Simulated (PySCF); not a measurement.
```xyz
5
charge 0 multiplicity 5, angstrom
Fe    0.0000    0.0000    0.0000
F     0.0000    1.5938   -0.6035
F     0.0000   -1.5938   -0.6035
F     1.5938    0.0000    0.6035
F    -1.5938    0.0000    0.6035
```

Level of theory: UPBE0/[Fe def2-SVP, F def2-SVP], no relativity, density fitting, PySCF.

This geometry of FeF₄ is a stationary point at this level.

Problem. What is the point group?

Solution. D2d.

Problem. Is it a minimum?

Solution. Yes: all harmonic wavenumbers are real.

Problem. What are the dipole moment and the gap between the highest occupied and lowest empty levels of either spin?

Solution. 0.00 D and 4.84 eV.

Problem. What is the atomisation energy, with and without zero-point energy?

Solution. 1484 kJ/mol without, 1461 kJ/mol with.

Other isomers or separated fragments may lie lower. Other spin states or occupations of the open shell can lie lower.
